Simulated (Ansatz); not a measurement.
Gas-phase electronic energies from Ansatz, PBE0-D4/def2-TZVP geometries. CBS: MP2 limit from def2 TZ/QZ plus the TZ coupled-cluster correction, frozen cores. This one scheme is used for every species. Functionals use def2-TZVPP. One conformer a species, not always the lowest.

Consider the cleavage of the Al–Si bond: `[SiH3][Al]([Cl])[Cl]` + silanol → `[SiH3][O][Al]([Cl])[Cl]` + SiH₄.

CCSD(T)/CBS gives -146.2 kJ/mol.

**Question.** Another level gave -143.6 kJ/mol. Which?
A. BHLYP/def2-TZVPP
B. revPBE/def2-TZVPP
C. r2SCANh/def2-TZVPP
D. revPBE-D4/def2-TZVPP

**Answer.** C. r2SCANh -143.6, revPBE -116.5, revPBE-D4 -121.3, BHLYP -157.2 kJ/mol.

Largest T1 diagnostic among the species: 0.011.

From PBE to PBE0 (25 % exact exchange), in def2-TZVPP and without D4, ΔE moves by −9.1 kJ/mol. In def2-TZVPP, CCSD(T) changes the Hartree–Fock value by +21.4 kJ/mol (the triples alone add +3.4 kJ/mol) and MP2 by +13.6 kJ/mol.
